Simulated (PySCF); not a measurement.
Electron correlation in Li⁻ (lithium, charge -1)

[He] 2s2, closed-shell 1S. Computed with PySCF 2.14 in aug-cc-pCVTZ-DK (7s6p4d2f, 59 functions), with the spin-free X2C one-electron Hamiltonian (Gaussian nucleus). Frozen: nothing; 4 electrons correlated.

```tsv
level	correlation energy (mhartree)
CCSD	-68.42
(T)	-0.29
CCSD(T)	-68.71
```

Diagnostics: T1 = 0.040, D1 = 0.0798, largest double amplitude 0.131.

**Question.** Is a single reference adequate?

**Answer.** Not fully. T1 exceeds 0.03, a sign that the reference determinant is poor.
